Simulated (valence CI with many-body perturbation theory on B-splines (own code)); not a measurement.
The numbers below are computed, except where a source is named.
## Sensitivity of CI+MBPT for Hg75+

Level of theory: configuration interaction combined with many-body perturbation theory (CI+MBPT): three valence electrons over a frozen Dirac-Fock core [He], radial functions for each j: 6 s, 6 p, 5 d, 3 f, 1 g, with the one-electron correlation potential Σ1 (screened to all orders), the two-electron term Σ2, the three-electron term Σ3, Breit, model QED; selected single and double excitations, second order for the rest, scaled by the run's own slope (own B-spline code, finite nucleus).

No measured spectrum was set against this ion. As an estimate, large intervals hold to a few tenths of a per cent, small ones and those within an open d or f shell to about a per cent.

The reference run has the lowest level (2s^2 2p1/2) J=1/2 and an ionisation energy of 22576.1 eV. Its largest variational space holds 3237 state functions.

Levels are named by their leading jj configuration (3d3/2^4 stands for four electrons in 3d with j = 3/2), which in mixed levels can hold well under half, so a name can repeat and another be missing. Letters in brackets count levels of one name in rising energy.

| Level | Reference (eV) | Shift (cm⁻¹) |
| --- | --- | --- |
| (2s 2p1/2^2) J=1/2 | 311.8 | +1728 |
| (2s^2 2p3/2) J=3/2 | 2096.5 | -2530 |
| (2s 2p1/2 2p3/2) J=3/2 [a] | 2317.3 | -5662 |
| (2s 2p1/2 2p3/2) J=5/2 | 2359.6 | -2838 |
| (2s 2p1/2 2p3/2) J=1/2 | 2441.8 | +481 |
| (2s 2p1/2 2p3/2) J=3/2 [b] | 2443.5 | +1736 |
| (2p1/2^2 2p3/2) J=3/2 | 2765.0 | +3673 |
| (2s 2p3/2^2) J=5/2 | 4431.6 | -6209 |
| (2s 2p3/2^2) J=1/2 | 4553.5 | -420 |
| (2s 2p3/2^2) J=3/2 | 4554.1 | +32 |
| (2p1/2 2p3/2^2) J=3/2 | 4805.7 | -3172 |
| (2p1/2 2p3/2^2) J=5/2 | 4828.2 | +305 |

The ionisation energy moves by -1.3 eV.

Which of these changes was made?
A. core polarisation of operators on → off
B. correlating orbitals by l 3 3 3 2 1 → 5 1 5 3 1
C. correlating orbitals by l 3 3 3 2 1 → 0 0 0 0 0
D. Breit term on → off; natural orbitals for correlation on → off

C. correlating orbitals by l 3 3 3 2 1 → 0 0 0 0 0.
